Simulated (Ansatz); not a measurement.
`[SiH3]C[CH2][GeH3]` and `[AlH2][CH2][CH2][GeH3]` differ in one atom or group.

Ansatz, PBE0-D4/def2-TZVP geometries, multiplicity 1. Each molecule was computed in one conformer, which needn't be the lowest.

Scalar relativity is left out up to krypton.

```json
{"property": "size of the dipole moment (ωB97M-V/def2-TZVPP) / D", "`[SiH3]C[CH2][GeH3]`": "0.09"}
{"property": "HOMO energy (ωB97M-V/def2-TZVPP) / eV", "`[SiH3]C[CH2][GeH3]`": "-9.99"}
{"property": "HOMO energy (PBE0/def2-TZVPP) / eV", "`[SiH3]C[CH2][GeH3]`": "-7.85"}
{"property": "HOMO–LUMO gap (B3LYP/def2-TZVPP) / eV", "`[SiH3]C[CH2][GeH3]`": "7.84"}
{"property": "HOMO energy (PBE/def2-TZVPP) / eV", "`[SiH3]C[CH2][GeH3]`": "-6.69"}
{"property": "LUMO energy (B3LYP/def2-TZVPP) / eV", "`[SiH3]C[CH2][GeH3]`": "0.19"}
```

What does the change do to each property? (An estimate is asked.)

The calculation gave: 
```csv
property,`[AlH2][CH2][CH2][GeH3]`,shift
size of the dipole moment (ωB97M-V/def2-TZVPP) / D,0.21,0.12
HOMO energy (ωB97M-V/def2-TZVPP) / eV,-9.31,0.68
HOMO energy (PBE0/def2-TZVPP) / eV,-7.18,0.67
HOMO–LUMO gap (B3LYP/def2-TZVPP) / eV,5.33,-2.51
HOMO energy (PBE/def2-TZVPP) / eV,-6.05,0.64
LUMO energy (B3LYP/def2-TZVPP) / eV,-1.66,-1.85
```

With PBE0 the HOMO rises by 0.67 eV and the LUMO falls by 1.87 eV, so the gap narrows by about 2.54 eV. PBE moves the HOMO by 0.64 eV and ωB97M-V by 0.68 eV. Dipoles are sizes alone; their direction can turn.

B3LYP here is the variant with VWN-RPA as its local correlation; programs differ in this.
